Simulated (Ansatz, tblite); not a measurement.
Forces on the cluster SiB₈ at its B3LYP-D4/def2-SVP geometry. Charge 0, multiplicity 1.

The xTB rows come from tblite. The restricted singlet is unstable towards broken spin symmetry in Hartree–Fock (as tested in another run); at PBE-D4/def2-TZVP this wasn't settled. Another isomer (singlet) lies 0.77 eV lower at PBE0-D4/def2-TZVP; other spin states weren't run for this one.

GFN1-xTB (tblite), largest force 0.89 eV/Å:

```xyz
9
positions Å, forces eV/Å
Si   -0.530    1.381    1.911   -0.288    0.355    0.123
B     1.064    1.437    0.930    0.733   -0.012   -0.502
B     0.090   -0.891   -1.846    0.042   -0.080   -0.084
B     1.422    1.222   -0.544   -0.290    0.317    0.211
B    -0.022   -0.062   -0.197   -0.044    0.342    0.684
B    -0.910   -0.445    1.743   -0.160   -0.863   -0.134
B    -0.895   -1.576   -0.880    0.207   -0.132   -0.276
B     1.063    0.291   -1.687    0.018   -0.312   -0.199
B    -1.283   -1.357    0.569   -0.219    0.384    0.180
```

GFN2-xTB (tblite), largest force 1.23 eV/Å:

```
Si 0.876 -0.854 0.149
B -0.645 0.342 -0.991
B -0.120 0.421 0.682
B -0.479 -0.365 0.927
B 0.394 -0.601 -0.436
B -0.730 0.262 -0.956
B 0.509 0.502 -0.115
B -0.488 -0.449 0.294
B 0.683 0.743 0.447
```

PBE-D4/def2-TZVP (Ansatz), largest force 0.19 eV/Å:

```
Si 0.055 -0.117 -0.137
B -0.024 -0.072 -0.127
B -0.008 0.067 0.134
B -0.101 0.002 0.048
B 0.026 0.027 0.125
B 0.016 -0.034 -0.143
B 0.100 0.093 0.014
B -0.077 -0.076 0.085
B 0.012 0.110 0.000
```
